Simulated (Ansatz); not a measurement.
CH₃FIIn, SMILES `[CH3][In]([F])[I]`. Charge 0, multiplicity 1. Correlated methods include outer-core shells of I, In, which these sets cover unevenly. In, I takes the def2 core potential.

Z-matrix (Å, degrees):
```
C
In 1 2.128
H 1 1.089 2 109.1
H 1 1.089 2 109.1 3 119.2
H 1 1.089 2 108.8 3 -120.4
F 2 1.952 1 118.6 3 120.2
I 2 2.642 1 131.1 3 -59.8
```

**Question.** Give the diagnostics of a CCSD(T)/def2-TZVPP run (frozen core, Ansatz 0.2.0). (Best estimate.)

**Answer.** The calculation gave: T1 = 0.0127, largest single amplitude 0.035, largest double 0.038, (T) share of the correlation energy 2.8 %, 9 CCSD cycles. The RHF solution is stable towards an unrestricted one. T1 lies under the customary mark of 0.02 for closed shells.
